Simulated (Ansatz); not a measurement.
Relaxation of C2H5FS2Si (11 atoms, charge 0, multiplicity 1), to a largest force component of 0.02 eV/Å in at most 40 steps.

All numbers below come from Ansatz, RKS B3LYP-D4/STO-3G.

```xyz
11
Properties=species:S:1:pos:R:3:forces:R:3
C -1.415 0.213 1.192 -5.50 2.42 0.91
C -0.164 -0.041 1.097 3.24 -1.45 -1.13
S 0.942 0.782 2.110 1.61 2.14 2.12
S 0.478 -1.278 0.039 0.63 -2.04 -1.09
Si 0.553 -0.316 -1.881 1.41 0.59 1.02
F -0.910 0.196 -2.307 -1.19 0.40 -0.49
H -2.181 -0.253 0.582 -0.21 -0.26 -0.34
H -1.796 1.038 1.851 0.28 -0.88 -0.39
H 2.033 0.007 1.915 0.10 -0.36 -0.34
H 1.077 -1.267 -2.844 0.04 0.00 0.06
H 1.449 0.861 -1.733 -0.41 -0.55 -0.34
```

Task: Where does it end, and by what steps?

Result: It converged. Limits of this set-up: minimal basis. After 17 steps the energy has fallen by 0.659 eV; H7 moved furthest, 1.07 Å.

```csv
step,energy less start (eV),largest force component (eV/Å),accepted
0,0.0000,5.503,yes
1,-0.3096,1.071,yes
2,-0.4622,1.138,yes
3,-0.5005,0.756,yes
4,-0.5161,0.153,yes
5,-0.5215,0.037,yes
6,-0.5237,0.043,yes
7,-0.5285,0.196,yes
8,-0.5350,0.358,yes
9,-0.5515,0.630,yes
10,-0.5786,0.814,yes
11,-0.5967,0.595,yes
12,-0.6513,0.269,yes
13,-0.6499,0.251,no
14,-0.6584,0.065,yes
15,-0.6586,0.047,yes
16,-0.6546,0.347,no
17,-0.6594,0.008,yes
```

```xyz
11
Properties=species:S:1:pos:R:3
C -1.129 0.472 0.829
C 0.091 -0.007 1.148
S 0.787 0.281 2.776
S 1.095 -1.014 0.042
Si 0.307 -0.326 -1.833
F -1.341 -0.439 -1.852
H -1.578 0.249 -0.152
H -1.703 1.087 1.527
H 1.999 -0.265 2.478
H 0.876 -1.158 -2.876
H 0.663 1.063 -2.066
```

Whether the end is a true minimum wasn't checked by a vibrational analysis.

Run time: 69 s on 1 thread of Arm Neoverse V1, on a shared host, peak memory 0.15 GiB.
